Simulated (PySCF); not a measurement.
A GIAO shielding run with PySCF (density fitting, non-relativistic, gas phase) on SMILES C[SiH2][C@H]1[C@H](C#C)C[S@]1=O, C6H10OSSi:

```
$ OMP_NUM_THREADS=1 python probes_run.py task.json out

{"job": {"kind": "nmr", "xc": "PBE0", "basis": "pcSseg-1"}, "charge": 0, "multiplicity": 1}
C     -3.569432     1.113061    -0.075539
C     -2.542430     0.618222    -0.440678
C     -1.288480     0.016117    -0.836163
C     -1.280277    -1.493491    -0.580620
S     -0.406888    -1.253093     1.041993
O      0.857765    -1.993856     1.024384
C     -0.157357     0.344844     0.148999
Si     1.588482     0.390087    -0.617399
C      2.856555     0.598107     0.766441
H     -4.474438     1.548657     0.226469
H     -1.071311     0.296981    -1.872881
H     -0.631841    -2.041285    -1.257734
H     -2.252927    -1.972381    -0.501925
H     -0.365286     1.201148     0.789889
H      1.561291     1.542844    -1.534608
H      1.808281    -0.814303    -1.418966
H      2.865972    -0.281708     1.402855
H      2.639735     1.463372     1.387577
H      3.852782     0.725928     0.355608
```

Hardware: 1 thread of an Arm Neoverse V1, shared host. The job also computes population analyses, field gradients, ring-centre shieldings.

(1) How large is the calculation?

(2) How long does it take, and how much memory does it need?

Results:

(1) 84 electrons, 217 basis functions and 1169 auxiliary functions.

(2) 50 s of wall time, with 15 SCF cycles and 5 response iterations; peak memory 1.1 GiB. Times on a shared host scatter by some tens of per cent.
